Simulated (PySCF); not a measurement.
# Working out the ionisation energy of Kr⁺

Kr⁺ [Ar] 3d10 4s2 4p5 (2P) → Kr²⁺ [Ar] 3d10 4s2 4p4 (3P). Computed with PySCF 2.14 in aug-cc-pVDZ-DK, with scalar relativity by spin-free X2C-1e. Frozen: [Ar] 3d10. Energies in hartree (1 hartree = 27.21139 eV):

```tsv
part	Kr⁺ (lower)	Kr²⁺ (upper)
UHF	-2787.570266	-2786.714897
MP2 opposite-spin	-0.073034	-0.056877
MP2 same-spin	-0.024701	-0.018387
```

Task: What does Hartree-Fock give?

Result: (-2786.714897) − (-2787.570266) = 0.855369 hartree = 23.276 eV.

Task: What do MP2 and SCS-MP2 (6/5 opposite-spin, 1/3 same-spin) give?

Result: The opposite-spin parts differ by 0.440 eV and the same-spin parts by 0.172 eV. MP2: 23.276 + (0.440) + (0.172) = 23.888 eV. SCS-MP2: 23.276 + 1.2 × (0.440) + (0.172)/3 = 23.861 eV.

A first-order spin-orbit estimate adds -0.024 eV to MP2 (valence), giving 23.864 eV against 24.360 eV (measured; NIST Atomic Spectra Database, ionization energies).

A double-zeta basis recovers only part of the correlation energy.

What remains against the reference includes basis incompleteness, the frozen core and correlation beyond second order.
